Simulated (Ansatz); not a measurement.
Cost and result for the atomization energy of C$_{2}$H$_{7}$AlZn (11 atoms, 10 bonds).

Cartesian coordinates in Å:
```
C 0.3993 1.2701 -0.8886
C -0.2178 0.5554 0.3203
Al 0.0143 -1.3977 0.1609
Zn -1.2475 -2.1987 2.5337
H 1.4716 1.0689 -0.9762
H 0.2841 2.3572 -0.8266
H -0.0649 0.9546 -1.8283
H 0.2488 0.9191 1.2420
H -1.2814 0.8062 0.3939
H 1.3923 -2.0799 0.5996
H -0.9989 -2.2552 -0.7307
```

Total charge 0; spin multiplicity 1. For Zn the d shell is correlated and the shells below it are frozen. Scalar relativity is left out up to krypton. The bonds changed during the relaxation, so this is another structure than the one it started from. The structure was optimised at the PBE0-D4/def2-TZVP level. It is one conformer, not always the lowest. Program: Ansatz. All runs use 4 threads of an Arm Neoverse V1 on a shared host. Times are those of one run each, without the atoms' runs, and a repeat can differ threefold. Electronic energies, without spin–orbit coupling; frozen cores. CCSD(T)/CBS adds CCSD(T) − MP2 in def2-TZVPP to the MP2 limit, and its time is that of the two runs behind it. T1 = 0.012. With those shells the extrapolation isn't a true limit. B3LYP takes the VWN-RPA correlation (the form of Gaussian; ORCA's B3LYP/G).

CCSD(T)/CBS is a level of theory with its own doubt, some kJ/mol a heavy atom from the limit and from the frozen cores, so smaller differences don't rank the functionals.

```csv
level,functions,wall time,atomization (kcal/mol),difference from CCSD(T)/CBS,per bond
PBE-D4/def2-TZVPP (with forces),266,3.3 s,819.4,6.1,0.6
PBE0-D4/def2-TZVPP,266,4.2 s,813.4,0.1,0.0
r2SCAN-D4/def2-TZVPP (with forces),266,6.5 s,815.7,2.4,0.2
B3LYP-D4/def2-TZVPP (with forces),266,7 s,814.2,0.9,0.1
B2PLYP/def2-TZVPP,266,7.5 s,802.9,-10.4,-1.0
ωB97X-V/def2-TZVPP,266,11 s,814.4,1.1,0.1
ωB97M-V/def2-TZVPP (with forces),266,16 s,814.8,1.5,0.1
MP2/def2-QZVPP,494,30 s,807.8,-5.5,-0.5
CCSD(T)/def2-TZVPP,266,3.3 min,795.8,-17.5,-1.8
CCSD(T)/CBS(def2),–,3.8 min,813.3,0.0,0.0
```

The D4 term adds +8.8 kcal/mol with B3LYP and +4.7 kcal/mol with PBE0; it sums over pairs of atoms, weighted by their polarisabilities, and B3LYP, whose exchange is more repulsive, gets the larger term. In def2-TZVPP, CCSD(T) changes the Hartree–Fock value by +179.8 kcal/mol (the triples alone add +8.5 kcal/mol) and MP2 by +181.6 kcal/mol; breaking electron pairs costs correlation energy, which Hartree–Fock lacks. From PBE to PBE0 (25 % exact exchange), in def2-TZVPP and without D4, the atomization energy moves by −5.2 kcal/mol: exact exchange takes away binding that semilocal exchange gives to molecules.
